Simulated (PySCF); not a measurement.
**How methods differ on the ionisation energy of Sb⁴³⁺**

Sb⁴³⁺ [He] 2s2 2p4 [2p1/2^2 2p3/2^2, M_J = 2] → Sb⁴⁴⁺ [He] 2s2 2p3 [2p1/2^2 2p3/2^1, M_J = 3/2], as a difference of total energies. Calculation: PySCF 2.14, in an even-tempered Gaussian basis (17 s from 22 bohr⁻², ratio 2.4; 12 p from 29 bohr⁻², ratio 2.4; 5 d from 100 bohr⁻², ratio 2.6; 4 f from 150 bohr⁻², ratio 2.6); the two-component X2C-1e Hamiltonian. Correlated levels: nothing frozen; the 32 highest virtual spinors dropped. "Screened" scales the spin-orbit matrix elements by Boettger's factors to mimic the two-electron term; Breit and QED terms are absent.

| method | ionisation energy (eV) |
| --- | --- |
| GHF (spin-free) | 7223.9 |
| GMP2 (spin-free) | 7225.5 |
| GHF (screened spin-orbit) | 7172.5 |
| GMP2 (screened spin-orbit) | 7172.2 |

For this ion Breit and QED terms and the two-electron picture change, all absent here, outweigh the correlation shift from GHF to GMP2.

The spin-free rows relax to the high-spin LS determinant and lack the spin-orbit shift.

The labels give the starting determinants; with spin-orbit coupling the two ends relaxed to ⟨J²⟩ = 6.00, ⟨L²⟩ = 3.16, ⟨S²⟩ = 1.42 and ⟨J²⟩ = 3.75, ⟨L²⟩ = 2.40, ⟨S²⟩ = 1.56.

For comparison: 7167 ± 4 eV (theoretical estimate listed by NIST; NIST Atomic Spectra Database, ionization energies).
